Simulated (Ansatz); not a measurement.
Cost and result for the atomization energy of `Cl[SiH]1[AlH][S]1` (6 atoms, 6 bonds).

Z-matrix (Å, degrees):
```
Si
Al 1 2.313
S 1 2.178 2 58.0
Cl 1 2.062 2 123.9 3 98.6
H 1 1.481 2 129.8 3 -93.6
H 2 1.572 1 165.9 3 -174.8
```

Total charge 0; spin multiplicity 1. The structure was optimised at the PBE0-D4/def2-TZVP level. Program: Ansatz. All runs use 2 threads of an Intel Xeon Platinum 8488C on a shared host. Times are those of one run each, without the atoms' runs, and a repeat can differ threefold. Electronic energies, without spin–orbit coupling; frozen cores. CCSD(T)/CBS adds CCSD(T) − MP2 in def2-TZVPP to the MP2 limit, and its time is that of the two runs behind it. T1 = 0.013.

CCSD(T)/CBS is a level of theory with its own doubt, some kJ/mol a heavy atom from the limit and from the frozen cores, so smaller differences don't rank the functionals.

```tsv
level	functions	wall time
LDA (SPW92)/def2-TZVPP	196	1.1 s
CCSD(T)/def2-SVP	82	1.4 s
revPBE-D4/def2-TZVPP	196	1.7 s
PBE-D4/def2-TZVPP (with forces)	196	2.4 s
BHLYP-D4/def2-TZVPP	196	3 s
r2SCAN-D4/def2-TZVPP (with forces)	196	3.7 s
r2SCANh-D4/def2-TZVPP	196	4.4 s
B2PLYP/def2-TZVPP	196	4.5 s
PBE-QIDH/def2-TZVPP	196	4.6 s
ωB97X-V/def2-TZVPP	196	7 s
MP2/def2-QZVPP	340	13 s
CCSD(T)/def2-TZVPP	196	29 s
CCSD(T)/CBS(def2)	–	42 s
```

Q: What atomization energy does each give, and how far from CCSD(T)/CBS? (An estimate is asked.)

A: Computed: 
| level | atomization (kJ/mol) | difference from CCSD(T)/CBS | per bond |
| --- | --- | --- | --- |
| LDA (SPW92)/def2-TZVPP | 1964.0 | 232.7 | 38.8 |
| CCSD(T)/def2-SVP | 1550.1 | -181.2 | -30.2 |
| revPBE-D4/def2-TZVPP | 1704.8 | -26.5 | -4.4 |
| PBE-D4/def2-TZVPP (with forces) | 1744.5 | 13.2 | 2.2 |
| BHLYP-D4/def2-TZVPP | 1663.2 | -68.1 | -11.4 |
| r2SCAN-D4/def2-TZVPP (with forces) | 1754.6 | 23.3 | 3.9 |
| r2SCANh-D4/def2-TZVPP | 1741.9 | 10.6 | 1.8 |
| B2PLYP/def2-TZVPP | 1679.0 | -52.3 | -8.7 |
| PBE-QIDH/def2-TZVPP | 1722.2 | -9.1 | -1.5 |
| ωB97X-V/def2-TZVPP | 1747.9 | 16.6 | 2.8 |
| MP2/def2-QZVPP | 1747.5 | 16.2 | 2.7 |
| CCSD(T)/def2-TZVPP | 1660.2 | -71.1 | -11.9 |
| CCSD(T)/CBS(def2) | 1731.3 | 0.0 | 0.0 |

From BLYP to BHLYP (50 % exact exchange), in def2-TZVPP and without D4, the atomization energy moves by −6.0 kJ/mol: exact exchange takes away binding that semilocal exchange gives to molecules. At CCSD(T), def2-SVP lies −181.1 kJ/mol from the extrapolated value and def2-TZVPP −71.1 kJ/mol: correlation converges slowly with the basis, and small sets miss more of it in the bonded molecule than in its fragments. The D4 term adds +32.2 kJ/mol with B3LYP and +16.7 kJ/mol with PBE0; it sums over pairs of atoms, weighted by their polarisabilities, and B3LYP, whose exchange is more repulsive, gets the larger term.

B3LYP here is the variant with VWN-RPA as its local correlation; programs differ in this.
